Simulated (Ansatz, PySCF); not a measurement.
Gas-phase reaction in SMILES: CCCCCSC -> CCC[CH]CSC + H atom (the C-H bond at the site shown breaks; other sites are not compared here)
Each molecule is optimised on its own at B3LYP-D3(BJ)/def2-TZVP (Ansatz, a quantum-chemistry and plane-wave program), one conformer each, not searched for the lowest. Frequencies are from Ansatz or PySCF.

Property: bond dissociation energy (0 K, with B3LYP-D3(BJ) harmonic zero-point energies), in eV. Cores are frozen in the correlated levels unless marked. UHF or UKS for open shells. No spin-orbit coupling. Non-relativistic. CBS marks a two-point X^-3 extrapolation of the correlation energy; Hartree-Fock from the larger set. [CCSD(T)-MP2]/basis is that difference in the basis named.

```json
[
 {"level": "HF/6-31G", "program": "Ansatz", "bond dissociation energy (eV)": "3.04", "minus last row": "-1.18"},
 {"level": "PBE/def2-TZVPD", "program": "Ansatz", "bond dissociation energy (eV)": "3.92", "minus last row": "-0.30"},
 {"level": "PBE0/STO-3G", "program": "Ansatz", "bond dissociation energy (eV)": "5.29", "minus last row": "1.07"},
 {"level": "PBE0/def2-TZVPD", "program": "Ansatz", "bond dissociation energy (eV)": "3.98", "minus last row": "-0.24"},
 {"level": "BHLYP/def2-TZVPD", "program": "Ansatz", "bond dissociation energy (eV)": "4.04", "minus last row": "-0.18"},
 {"level": "r2SCAN0-D4/def2-TZVPD", "program": "Ansatz + dftd4", "bond dissociation energy (eV)": "3.93", "minus last row": "-0.29"},
 {"level": "HSE06-D4/def2-TZVPD", "program": "Ansatz + dftd4", "bond dissociation energy (eV)": "3.97", "minus last row": "-0.25"},
 {"level": "CAM-B3LYP-D4/def2-TZVPD", "program": "Ansatz + dftd4", "bond dissociation energy (eV)": "4.08", "minus last row": "-0.14"},
 {"level": "wB97M-V/def2-TZVPD", "program": "Ansatz", "bond dissociation energy (eV)": "4.15", "minus last row": "-0.07"},
 {"level": "B2PLYP-D3(BJ)/def2-TZVPD", "program": "Ansatz + dftd3", "bond dissociation energy (eV)": "4.05", "minus last row": "-0.17"},
 {"level": "MP2/cc-pV(T+d)Z", "program": "Ansatz", "bond dissociation energy (eV)": "4.18", "minus last row": "-0.04"},
 {"level": "CCSD/6-31G", "program": "Ansatz", "bond dissociation energy (eV)": "3.67", "minus last row": "-0.55"},
 {"level": "CCSD(T)/STO-3G", "program": "Ansatz", "bond dissociation energy (eV)": "4.89", "minus last row": "0.67"},
 {"level": "CCSD(T)/cc-pV(D+d)Z", "program": "Ansatz", "bond dissociation energy (eV)": "4.05", "minus last row": "-0.17"},
 {"level": "RI-MP2/CBS(cc-pV(T+d)Z,cc-pV(Q+d)Z)+[CCSD(T)-MP2]/cc-pV(T+d)Z", "program": "Ansatz", "bond dissociation energy (eV)": "4.22", "minus last row": "0.00"}
]
```
